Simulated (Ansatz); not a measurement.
Consider the ligand exchange at a B–N bond: `BN([SiH2][SiH3])[SiH2]Cl` + `Cl[SiH2][SeH]` → `B[Se][SiH2]Cl` + `[SiH3][SiH2]N[SiH2]Cl`.

Calculated with Ansatz (gas phase, PBE0-D4/def2-TZVP geometries, no zero-point term in ΔE). CCSD(T)/CBS is the MP2 limit (def2-TZVPP, def2-QZVPP) plus CCSD(T) − MP2 in def2-TZVPP, frozen cores. Functionals use def2-TZVPP. For Se outer-core shells are correlated without core-valence functions, which leaves a few kJ/mol of doubt a bond. Scalar relativity is left out up to krypton. One conformer a species, not always the lowest.

```json
{"level": "ωB97M-V", "ΔE (eV)": "0.36"}
{"level": "HF/CBS(def2)", "ΔE (eV)": "0.39"}
```

Problem. What does CCSD(T)/CBS give? (An estimate is asked.)

Solution. Computed: +0.31 eV. The listed levels differ from it by 0.05, 0.08 eV.

Largest T1 diagnostic among the species: 0.012.

In def2-TZVPP, CCSD(T) changes the Hartree–Fock value by −0.05 eV (the triples alone add −0.01 eV) and MP2 by −0.07 eV.
